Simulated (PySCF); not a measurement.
## A thermochemical cycle for LiSn

PBE in PySCF with def2-SVP on every atom (core potentials on Sn), for the lowest determinant that a PBE0 search found; no spin–orbit coupling. LiSn, a quartet (σ ↑, π ↑↑), has De = 1.49 eV to neutral atoms, and LiSn⁺, a triplet (σ ↑, π ↑), has De = 0.86 eV to Li⁺ + Sn.

The adiabatic ionisation energy of LiSn, between the minima, is 6.13 eV.

Question: Which ionisation energy of the Li atom does this level give?

Answer: IE(Li) = IE(molecule) + De(ion) − De(neutral) = 6.13 + 0.86 − 1.49 = 5.50 eV; the measured value is 5.392 eV (NIST ASD).

Spin–orbit coupling is left out, which matters for elements this heavy, above all for dissociation energies. For an ion De counts to the pair picked by the measured ionisation energies or electron affinities, which need not be the lowest pair at this level. States were picked by a PBE0 search and need not be the measured ground states.
